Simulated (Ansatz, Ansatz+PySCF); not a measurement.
```yaml
atoms:
  - { symbol: C, position_ang: [0.0285, -0.0018, -0.5870] }
  - { symbol: C, position_ang: [-0.0236, -0.0291, 0.5949] }
```

Basis set: def2-SVP (spherical functions). Charge 0, multiplicity 1.

Computed with Ansatz (development build ahead of 0.2.0); each method stands on the lowest determinant of its kind that the runs found. Restricted functionals stand beside restricted open-shell atoms, which can lie above the unrestricted atoms usual in DFT and then raise those values.

Q: Give the atomization energy at this shape (free ground-state atoms in the same class of orbitals less the molecule, no zero-point energy) of singlet C₂ by ωB97X (unrestricted), r²SCAN (unrestricted), ωB97X (restricted), r²SCAN (restricted), PBE0 (unrestricted), PBE (unrestricted), PBE (restricted), PBE0 (restricted), UHF.

A:

| method | atomization energy |
| --- | --- |
| ωB97X (unrestricted) | 5.62 eV |
| r²SCAN (unrestricted) | 6.04 eV |
| ωB97X (restricted) | 4.64 eV |
| r²SCAN (restricted) | 5.22 eV |
| PBE0 (unrestricted) | 5.98 eV |
| PBE (unrestricted) | 6.43 eV |
| PBE (restricted) | 6.06 eV |
| PBE0 (restricted) | 5.10 eV |
| UHF | 3.87 eV |

Caution: the shape is not the minimum. Caution for ωB97X (unrestricted), PBE0 (unrestricted), UHF: the unrestricted determinant is a mixture of spin states. Caution for r²SCAN (unrestricted), PBE (unrestricted): the unrestricted determinant is spin contaminated. Caution for ωB97X (restricted), r²SCAN (restricted), PBE (restricted), PBE0 (restricted): an unrestricted determinant lies well below. Caution for UHF: the determinant breaks the point group.
